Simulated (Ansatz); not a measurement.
Ansatz (an electronic-structure program) input file for Be(H)(OH) (BeH2O), SMILES [BeH][OH], B3LYP-D3(BJ)/def2-TZVPD. 

Ansatz 0.2 input:
```yaml
crystal:
  periodic: [false, false, false]
  atoms:
    - {symbol: Be, position_ang: [0.00825988, 0.86010319, -0.00000000]}
    - {symbol: H, position_ang: [-0.02134532, 2.12358200, 0.00000000]}
    - {symbol: O, position_ang: [-0.00001243, -0.51373567, 0.00000000]}
    - {symbol: H, position_ang: [-0.01159478, -1.45410942, -0.00000000]}
basis:
  gaussian:
    orbitals: def2-TZVPD
hamiltonian:
  xc: b3lyp
  dispersion: d3bj
relax: {f_tol: 0.002, max_steps: 200}
```

Log of the run:

```
WARN ansatz: RAYON_NUM_THREADS=1 ignored (pool sized by the plan → 1); use --threads N
Functional definition: B3LYP
integrals: 0.01 GiB planned
443 factors; their error is unknown
mean field: 0.15 GiB planned
mean field evaluation 1: about -2477.2965 eV, gradient 6.3e1 eV
mean field evaluation 2: about -2452.4239 eV, gradient 1.3e2 eV
mean field evaluation 4: about -2483.5180 eV, gradient 1.9e0 eV
mean field evaluation 8: about -2483.5295 eV, gradient 1.3e-2 eV
mean field -2483.52946273 eV, -91.2680243587 hartree, gradient 9.9e-6 eV, S^2 0.000000; 0 other end points of the search recorded, 0 dependent functions left out
the calculation of the forces begins
reference -2483.52968620 eV, -91.2680325711 hartree; 7, 7 occupied and 73, 73 virtual orbitals, 443 factors
relax step   1: F+E_penalty+E_count = -2483.57986620 eV  Δ(F+E_penalty+E_count) = +0.000e0 eV  max|allowed force component| = 1.097e0 eV/Å  Δτ_max = 0.0000 Å  (27 SCF iters, accepted)
these checks for a lower state are left out or cut short: starts, cluster_reference, orbital_swaps, neighbouring_geometries, increment
integrals: 0.01 GiB planned
443 factors; their error is unknown
mean field: 0.15 GiB planned
mean field evaluation 16: about -2483.5584 eV, gradient 3.2e-3 eV
mean field -2483.56086637 eV, -91.2691784212 hartree, gradient 8.4e-6 eV, S^2 0.000000; 0 other end points of the search recorded, 0 dependent functions left out
the calculation of the forces begins
reference -2483.56109007 eV, -91.2691866418 hartree; 7, 7 occupied and 73, 73 virtual orbitals, 443 factors
relax step   2: F+E_penalty+E_count = -2483.61107553 eV  Δ(F+E_penalty+E_count) = -3.121e-2 eV  max|allowed force component| = 3.313e-1 eV/Å  Δτ_max = 0.0346 Å  (32 SCF iters, accepted)
these checks for a lower state are left out or cut short: starts, cluster_reference, orbital_swaps, neighbouring_geometries, increment
integrals: 0.01 GiB planned
443 factors; their error is unknown
mean field: 0.15 GiB planned
mean field -2483.56471195 eV, -91.2693197435 hartree, gradient 9.4e-6 eV, S^2 0.000000; 0 other end points of the search recorded, 0 dependent functions left out
the calculation of the forces begins
reference -2483.56493585 eV, -91.2693279716 hartree; 7, 7 occupied and 73, 73 virtual orbitals, 443 factors
relax step   3: F+E_penalty+E_count = -2483.61483174 eV  Δ(F+E_penalty+E_count) = -3.756e-3 eV  max|allowed force component| = 1.972e-2 eV/Å  Δτ_max = 0.0169 Å  (31 SCF iters, accepted)
these checks for a lower state are left out or cut short: starts, cluster_reference, orbital_swaps, neighbouring_geometries, increment
integrals: 0.01 GiB planned
443 factors; their error is unknown
mean field: 0.15 GiB planned
mean field evaluation 32: about -2483.5622 eV, gradient 2.4e-4 eV
mean field -2483.56477714 eV, -91.2693221394 hartree, gradient 9.5e-6 eV, S^2 0.000000; 0 other end points of the search recorded, 0 dependent functions left out
the calculation of the forces begins
reference -2483.56500108 eV, -91.2693303689 hartree; 7, 7 occupied and 73, 73 virtual orbitals, 443 factors
relax step   4: F+E_penalty+E_count = -2483.61489112 eV  Δ(F+E_penalty+E_count) = -5.937e-5 eV  max|allowed force component| = 4.579e-2 eV/Å  Δτ_max = 0.0047 Å  (31 SCF iters, accepted)
these checks for a lower state are left out or cut short: starts, cluster_reference, orbital_swaps, neighbouring_geometries, increment
integrals: 0.01 GiB planned
443 factors; their error is unknown
mean field: 0.15 GiB planned
mean field -2483.56478678 eV, -91.2693224933 hartree, gradient 1.1e-5 eV, S^2 0.000000; 0 other end points of the search recorded, 0 dependent functions left out
the calculation of the forces begins
reference -2483.56501069 eV, -91.2693307221 hartree; 7, 7 occupied and 73, 73 virtual orbitals, 443 factors
relax step   5: F+E_penalty+E_count = -2483.61490260 eV  Δ(F+E_penalty+E_count) = -1.148e-5 eV  max|allowed force component| = 1.539e-3 eV/Å  Δτ_max = 0.0004 Å  (23 SCF iters, accepted)
these checks for a lower state are left out or cut short: starts, cluster_reference, orbital_swaps, neighbouring_geometries, increment
integrals: 0.01 GiB planned
443 factors; their error is unknown
mean field: 0.15 GiB planned
mean field -2483.56478642 eV, -91.2693224803 hartree, gradient 2.1e-5 eV, S^2 0.000000; 0 other end points of the search recorded, 0 dependent functions left out
the calculation of the forces begins
[...]
the calculation of the forces begins
reference -2483.56501175 eV, -91.2693307611 hartree; 7, 7 occupied and 73, 73 virtual orbitals, 443 factors
relax step   9: F+E_penalty+E_count = -2483.61490957 eV  Δ(F+E_penalty+E_count) = -5.617e-6 eV  max|allowed force component| = 1.660e-2 eV/Å  Δτ_max = 0.0036 Å  (31 SCF iters, accepted)
these checks for a lower state are left out or cut short: starts, cluster_reference, orbital_swaps, neighbouring_geometries, increment
integrals: 0.01 GiB planned
443 factors; their error is unknown
mean field: 0.15 GiB planned
mean field -2483.49035423 eV, -91.2665871478 hartree, gradient 7.6e-6 eV, S^2 0.000000; 0 other end points of the search recorded, 0 dependent functions left out
the calculation of the forces begins
reference -2483.49057470 eV, -91.2665952499 hartree; 7, 7 occupied and 73, 73 virtual orbitals, 443 factors
relax step  10: F+E_penalty+E_count = -2483.54065676 eV  Δ(F+E_penalty+E_count) = +7.425e-2 eV  max|allowed force component| = 3.031e0 eV/Å  Δτ_max = 0.1919 Å  (35 SCF iters, rejected (line search))
these checks for a lower state are left out or cut short: starts, cluster_reference, orbital_swaps, neighbouring_geometries, increment
integrals: 0.01 GiB planned
443 factors; their error is unknown
mean field: 0.15 GiB planned
mean field -2483.56488729 eV, -91.2693261873 hartree, gradient 9.4e-6 eV, S^2 0.000000; 0 other end points of the search recorded, 0 dependent functions left out
the calculation of the forces begins
reference -2483.56511114 eV, -91.2693344136 hartree; 7, 7 occupied and 73, 73 virtual orbitals, 443 factors
relax step  11: F+E_penalty+E_count = -2483.61501744 eV  Δ(F+E_penalty+E_count) = -1.079e-4 eV  max|allowed force component| = 7.773e-2 eV/Å  Δτ_max = 0.0159 Å  (31 SCF iters, accepted)
these checks for a lower state are left out or cut short: starts, cluster_reference, orbital_swaps, neighbouring_geometries, increment
integrals: 0.01 GiB planned
443 factors; their error is unknown
mean field: 0.15 GiB planned
mean field -2483.56545250 eV, -91.2693469582 hartree, gradient 9.6e-6 eV, S^2 0.000000; 0 other end points of the search recorded, 0 dependent functions left out
the calculation of the forces begins
reference -2483.56567603 eV, -91.2693551728 hartree; 7, 7 occupied and 73, 73 virtual orbitals, 443 factors
relax step  12: F+E_penalty+E_count = -2483.61560611 eV  Δ(F+E_penalty+E_count) = -5.887e-4 eV  max|allowed force component| = 1.752e-1 eV/Å  Δτ_max = 0.0313 Å  (30 SCF iters, accepted)
these checks for a lower state are left out or cut short: starts, cluster_reference, orbital_swaps, neighbouring_geometries, increment
integrals: 0.01 GiB planned
443 factors; their error is unknown
mean field: 0.15 GiB planned
mean field evaluation 96: about -2483.5606 eV, gradient 1.4e0 eV
mean field -2483.56626470 eV, -91.2693768061 hartree, gradient 9.3e-6 eV, S^2 0.000000; 0 other end points of the search recorded, 0 dependent functions left out
the calculation of the forces begins
reference -2483.56648796 eV, -91.2693850109 hartree; 7, 7 occupied and 73, 73 virtual orbitals, 443 factors
relax step  13: F+E_penalty+E_count = -2483.61640487 eV  Δ(F+E_penalty+E_count) = -7.988e-4 eV  max|allowed force component| = 9.877e-2 eV/Å  Δτ_max = 0.0126 Å  (30 SCF iters, accepted)
these checks for a lower state are left out or cut short: starts, cluster_reference, orbital_swaps, neighbouring_geometries, increment
integrals: 0.01 GiB planned
443 factors; their error is unknown
mean field: 0.15 GiB planned
mean field -2483.56676746 eV, -91.2693952822 hartree, gradient 9.3e-6 eV, S^2 0.000000; 0 other end points of the search recorded, 0 dependent functions left out
the calculation of the forces begins
reference -2483.56699023 eV, -91.2694034687 hartree; 7, 7 occupied and 73, 73 virtual orbitals, 443 factors
relax step  14: F+E_penalty+E_count = -2483.61693040 eV  Δ(F+E_penalty+E_count) = -5.255e-4 eV  max|allowed force component| = 3.435e-1 eV/Å  Δτ_max = 0.0237 Å  (30 SCF iters, accepted)
these checks for a lower state are left out or cut short: starts, cluster_reference, orbital_swaps, neighbouring_geometries, increment
integrals: 0.01 GiB planned
443 factors; their error is unknown
mean field: 0.15 GiB planned
mean field -2483.57676543 eV, -91.2697627007 hartree, gradient 7.9e-6 eV, S^2 0.000000; 0 other end points of the search recorded, 0 dependent functions left out
the calculation of the forces begins
reference -2483.57698738 eV, -91.2697708573 hartree; 7, 7 occupied and 73, 73 virtual orbitals, 443 factors
relax step  15: F+E_penalty+E_count = -2483.62708118 eV  Δ(F+E_penalty+E_count) = -1.015e-2 eV  max|allowed force component| = 3.886e-2 eV/Å  Δτ_max = 0.1319 Å  (35 SCF iters, accepted)
these checks for a lower state are left out or cut short: starts, cluster_reference, orbital_swaps, neighbouring_geometries, increment
integrals: 0.01 GiB planned
443 factors; their error is unknown
mean field: 0.15 GiB planned
mean field evaluation 128: about -2483.5774 eV, gradient 8.1e-6 eV
mean field -2483.57737565 eV, -91.2697851259 hartree, gradient 8.1e-6 eV, S^2 0.000000; 0 other end points of the search recorded, 0 dependent functions left out
the calculation of the forces begins
reference -2483.57759787 eV, -91.2697932923 hartree; 7, 7 occupied and 73, 73 virtual orbitals, 443 factors
relax step  16: F+E_penalty+E_count = -2483.62774316 eV  Δ(F+E_penalty+E_count) = -6.620e-4 eV  max|allowed force component| = 7.523e-3 eV/Å  Δτ_max = 0.0278 Å  (31 SCF iters, accepted)
these checks for a lower state are left out or cut short: starts, cluster_reference, orbital_swaps, neighbouring_geometries, increment
integrals: 0.01 GiB planned
443 factors; their error is unknown
mean field: 0.15 GiB planned
mean field -2483.57738429 eV, -91.2697854433 hartree, gradient 7.9e-6 eV, S^2 0.000000; 0 other end points of the search recorded, 0 dependent functions left out
the calculation of the forces begins
reference -2483.57760652 eV, -91.2697936104 hartree; 7, 7 occupied and 73, 73 virtual orbitals, 443 factors
relax step  17: F+E_penalty+E_count = -2483.62775363 eV  Δ(F+E_penalty+E_count) = -1.047e-5 eV  max|allowed force component| = 2.335e-3 eV/Å  Δτ_max = 0.0027 Å  (31 SCF iters, accepted)
these checks for a lower state are left out or cut short: starts, cluster_reference, orbital_swaps, neighbouring_geometries, increment
integrals: 0.01 GiB planned
443 factors; their error is unknown
mean field: 0.15 GiB planned
mean field -2483.57738421 eV, -91.2697854405 hartree, gradient 8.8e-5 eV, S^2 0.000000; 0 other end points of the search recorded, 0 dependent functions left out
the calculation of the forces begins
reference -2483.57760645 eV, -91.2697936077 hartree; 7, 7 occupied and 73, 73 virtual orbitals, 443 factors
relax step  18: F+E_penalty+E_count = -2483.62775461 eV  Δ(F+E_penalty+E_count) = -9.725e-7 eV  max|allowed force component| = 9.049e-5 eV/Å  Δτ_max = 0.0004 Å  (21 SCF iters, accepted)
integrals: 0.01 GiB planned
443 factors; their error is unknown
mean field: 0.15 GiB planned
mean field -2483.57738421 eV, -91.2697854405 hartree, gradient 8.8e-5 eV, S^2 0.000000; 1 other end points of the search recorded, 0 dependent functions left out
the calculation of the forces begins
reference -2483.57760645 eV, -91.2697936077 hartree; 7, 7 occupied and 73, 73 virtual orbitals, 443 factors
Total energy: -2483.62797685 eV, -91.2716446856 hartree
Atom 0 at     0.032647     0.826285     0.000000 Å, force    -0.000026     0.000055    -0.000000 eV/Å
Atom 1 at    -0.101256     2.145217    -0.000000 Å, force     0.000003    -0.000068     0.000000 eV/Å
Atom 2 at     0.243342    -0.557111    -0.000000 Å, force     0.000024    -0.000078     0.000000 eV/Å
Atom 3 at    -0.199426    -1.398551    -0.000000 Å, force    -0.000001     0.000090     0.000000 eV/Å
Dipole moment:    -0.171102    -0.267105    -0.000000 e Å
```

The calculation finished and met its thresholds.
